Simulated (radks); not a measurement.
The fluorine anion F-, configuration [Ne].

Calculated with a radial shooting solver on a logarithmic mesh with Libxc functionals: non-relativistic Kohn-Sham, PBEsol, spin-polarised, spherical densities, point nucleus; Watson sphere of charge +1 and radius 3.86 bohr.

Energy parts (Ry; the electron-nucleus part includes the sphere):
total: -204.19553
kinetic: 198.43588
electron-nucleus: -490.86615
Hartree: 108.72438
exchange-correlation: -20.48964

Orbitals (lengths in bohr, moments of r in powers of bohr; <r^-3> diverges for s and p1/2; r(90%) holds 90 % of the orbital's charge):
orbital  occ.  eigenvalue (Ry)    <r^2>  <r^-3>  r(90%)
1s          2        -47.97842  0.04224       -   0.317
2s          2         -1.70615    1.335       -    1.69
2p          6         -0.37773    2.459   6.641    2.42

The highest occupied level is 2p at -5.139 eV. The density falls to 0.001 e/bohr^3 at r = 3.67 bohr.
